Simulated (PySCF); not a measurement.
Isomers C₆H₆F₃N:

A. `CC/C=C(\C#N)C(F)(F)F`
B. `FC(F)(F)CN1C=CC=C1`
C. `InChI=1S/C6H6F3N/c1-10-3-2-5(4-10)6(7,8)9/h2-4H,1H3`

Spectrum 1. ¹H NMR (500 MHz, computed): δ 7.41 (m, 1H), 2.70 (m, 2H), 1.23 (t, 3H). ¹³C{¹H} NMR (computed): δ 168.3 (CH), 130.8 (C), 117.3 (C), 112.5 (C), 30.6 (CH2), 15.0 (CH3).

Spectrum 2. ¹H NMR (500 MHz, computed): δ 6.95 (m, 1H), 6.65 (m, 1H), 6.56 (m, 1H), 3.76 (s, 3H). ¹³C{¹H} NMR (computed): δ 133.3 (C), 125.9 (CH), 124.6 (CH), 123.7 (C), 113.9 (CH), 37.1 (CH3).

Spectrum 3. ¹H NMR (500 MHz, computed): δ 6.65 (m, 2H), 6.51 (m, 2H), 4.30 (m, 2H). ¹³C{¹H} NMR (computed): δ 132.7 (C), 125.4 (CH), 116.2 (CH), 55.2 (CH2).

No solvent model, one computed conformer, non-relativistic Hamiltonian, averaged over atoms made equivalent by symmetry, fast rotation or ring inversion. GIAO PBE0/pcSseg-1 shieldings; coordinates at the GFN2-xTB level; PySCF 2.14.0 with density-fitted response routines.

Chemical shifts δ = σref − σ; ¹H (σ = 31.72 ppm), ¹³C (σ = 186.93 ppm) against TMS, all at this level. Splittings of carbon signals by F and P are missing where no couplings were computed. Where no couplings were computed, multiplicities follow the n + 1 count of equivalent neighbours, and m marks all less simple cases (inequivalent or close neighbours, rings, F or P nearby). Shifts are as computed. Against solution values, carbons near 30 ppm lie about +3 ppm off and those near 130 ppm about +5 ppm. Of 1211 compounds with measured shifts, 218 miss one by over three times the rms of a fit or turn the order of signals round; such compounds aren't used in these exercises.

Q: Match each spectrum to its structure.

A: 1–A, 2–C, 3–B.

- Spectrum 1 (A): 6 ¹³C signals; δC 130.8 is a CF3 carbon; δC 117.3 is a nitrile carbon.
- Spectrum 2 (C): 6 ¹³C signals; δC 133.3 is a CF3 carbon; δC 37.1 is a methyl carbon bonded to N.
- Spectrum 3 (B): 4 ¹³C signals; δC 132.7 is a CF3 carbon; δC 55.2 is an sp3 CH2 bonded to N.
